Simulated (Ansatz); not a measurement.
`C=C[Si](O)(O)O` + `O[SiH2]S` → `O[SiH2]S[Si](O)(O)O` + `C=C`  (ligand exchange at the Si–C bond)

Computed with Ansatz on PBE0-D4/def2-TZVP structures; ΔE is electronic, products minus reactants. CBS: MP2 limit from def2 TZ/QZ plus the TZ coupled-cluster correction, frozen cores. This one scheme is used for every species. Functionals use def2-TZVPP. B3LYP here is the variant with VWN-RPA as its local correlation; programs differ in this. One conformer a species, not always the lowest.

Is it downhill or uphill in electronic energy at CCSD(T)/CBS, and by how much? (Estimate.)

Computed: Downhill: ΔE = -0.71 eV.

What do these levels give: PBE-D4, r2SCAN-D4, PBE0-D4, ωB97M-V, r2SCAN, B3LYP, SCS-MP2/def2-TZVPP, CCSD/def2-TZVPP, HF/def2-QZVPP, MP2/def2-QZVPP, SCS-MP2/def2-QZVPP, HF/CBS(def2)? (An estimate is asked.)

Computed: PBE-D4 -0.75, r2SCAN-D4 -0.77, PBE0-D4 -0.76, ωB97M-V -0.73, r2SCAN -0.75, B3LYP -0.60, SCS-MP2/def2-TZVPP -0.67, CCSD/def2-TZVPP -0.65, HF/def2-QZVPP -0.55, MP2/def2-QZVPP -0.75, SCS-MP2/def2-QZVPP -0.69, HF/CBS(def2) -0.55 eV.

Largest T1 diagnostic among the species: 0.012.

The D4 term adds −0.13 eV with B3LYP and −0.07 eV with PBE0; it sums over pairs of atoms, weighted by their polarisabilities, and B3LYP, whose exchange is more repulsive, gets the larger term. In def2-TZVPP, CCSD(T) changes the Hartree–Fock value by −0.13 eV (the triples alone add −0.04 eV) and MP2 by −0.18 eV.
